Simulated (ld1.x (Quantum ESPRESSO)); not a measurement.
**Scattering properties, TM potential for tin**

- Element: Sn (Z = 50)
- Generator: ld1.x (Quantum ESPRESSO) 7.5
- Type: norm-conserving Troullier–Martins (Kleinman–Bylander form)
- Functional: PBE
- Relativity: scalar-relativistic
- Frozen core: [Kr] 4d10
- Valence charge: 4
- Reference configuration: 5s1 5p3
- Partial waves: 5s (bound): rc 1.75 bohr; 5p (bound): rc 2.25 bohr; 5d channel at 0.3 Ry: rc 2.25 bohr
- Local potential: the d channel
- Core correction: Bessel-smoothed model core inside 1.65 bohr

The phase is arctan(r·u′/u) with u = r·R(r), unwrapped; energies in Ry, scanned from -3 to 5 Ry. A pole is an energy at which the radial function vanishes at the test radius. The pseudo phase is shifted by a multiple of π to meet the all-electron one at the reference energy, and phase errors are pseudo minus all-electron; the curves can meet again beyond the range given. Levels narrower than the energy grid can be missing from the lists of poles.

```tsv
channel	radius (bohr)	reference energy (Ry)	poles, all-electron	poles, pseudo	unbroken range about the reference energy with phases within 0.05 rad	phase error 1 Ry above the reference energy (rad)
s	2.44	-0.84	1.02	0.66, 2.63	below 0.7	-0.016
p	2.44	-0.32	2.43	2.62	below 4.7	+0.007
d	2.44	0.30	-1.90, 4.95	1.39	-1.1 to 0.7	-1.759
```

Note: ghost states, extra bound levels that the all-electron valence spectrum of the same l lacks: s at -354.7 eV, p at -141.3 eV. A true bound ghost makes a file unfit for plane-wave use.

Phases in the p channel:

```csv
E (Ry),all-electron,pseudo
-3.00,1.290,1.292
-2.76,1.273,1.275
-2.52,1.253,1.255
-2.28,1.228,1.231
-2.04,1.199,1.201
-1.80,1.161,1.164
-1.56,1.112,1.115
-1.32,1.045,1.048
-1.08,0.950,0.952
-0.84,0.806,0.807
-0.60,0.574,0.575
-0.36,0.200,0.200
-0.12,-0.292,-0.291
0.12,-0.723,-0.719
0.36,-1.004,-0.998
0.60,-1.177,-1.169
0.84,-1.289,-1.280
1.08,-1.366,-1.357
1.32,-1.423,-1.413
1.56,-1.467,-1.456
1.80,-1.502,-1.490
2.04,-1.531,-1.518
2.28,-1.556,-1.542
2.52,-1.579,-1.563
2.76,-1.599,-1.582
3.00,-1.618,-1.599
3.24,-1.636,-1.615
3.48,-1.654,-1.630
3.72,-1.673,-1.645
3.96,-1.691,-1.660
4.20,-1.711,-1.675
4.44,-1.733,-1.690
4.68,-1.757,-1.707
4.92,-1.785,-1.725
```
